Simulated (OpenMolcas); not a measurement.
## Tc3+: moving or changing the point charges

Tc3+ among 6 point charges of -1.5 e arranged as a trigonal prism (D3h), 1.99 Å from the ion, with a polar angle of 45.7° against the regular 49.1°.

| Property | Result |
| --- | --- |
| Program | OpenMolcas |
| Method | SS-CASPT2, IPEA 0.25 Eh, imaginary shift 0.1 Eh (closed shells correlated: 4s 4p) |
| Basis | ANO-RCC-VDZP [6s5p3d1f] |
| Scalar Hamiltonian | DKH2, point nucleus |
| Active space | 4 electrons in 5 orbitals (4d) |
| State averaging | 2S+1 = 5 even, 5 roots; 2S+1 = 3 even, 45 roots; 2S+1 = 1 even, 50 roots |
| Spin-orbit coupling | RASSI with atomic mean-field integrals over the reference wave functions |

Runs around this geometry, states (labels of D3, the rotations of D3h). Energies in cm-1 above the lowest state or level, χT in cm3 K/mol.

```
R (Å)  q (e)  Polar angle / regular  Ground state  First state of that spin  First gap with spin-orbit (degeneracies)  χT at 300 K  First state of another spin
 1.99  -0.98                   0.93            5E                  5A1 2960                                 25 (1, 2)        1.712                     3E 14170
 1.99   -1.5                   0.93            5E                  5A1 5390                                 51 (2, 1)        1.934                      3E 9850
 2.17   -1.5                   0.93            5E                  5A1 3060                                 13 (1, 2)        1.737                     3E 13100
 1.99   -1.5                      1            5E                  5A1 5530                                 40 (2, 1)        1.917                     3E 12530
```

Taking the first state of the same spin as R^-n, n = -ln(3060 / 5390) / ln(2.17 / 1.99) = 6.5 between the shortest and longest distance.

Scaling the charges by -0.98 / -1.5 = 0.65 scales the first state of the same spin by 2960 / 5390 = 0.55; with fixed orbitals a first-order splitting would follow the charge.

Roots that are degenerate in the reference are averaged as groups; the widest CASPT2 spread within a group is 240 cm-1 (the 2-fold group of multiplicity 5 near 13000 cm-1 above the lowest state of its run, R = 1.99, q = -1.5, ratio = 0.93). Shifts and gaps below about the spread of the groups concerned are not significant. An orbital doublet at a regular site is open to a Jahn-Teller distortion, which this geometry leaves out. This shell can be high or low spin here, a state of another spin lies low, and with metal d orbitals alone active their balance is uncertain, so the ground spin may be wrong. Point charges give a weaker field than real ligands, and real ions of this kind are as a rule low spin; the high spin found here belongs to the model. Free-ion shares, where given, are those of the reference states; single-state CASPT2 does not remix them. This is an electrostatic model: the charges have no orbitals. No measured value stands beside these numbers.
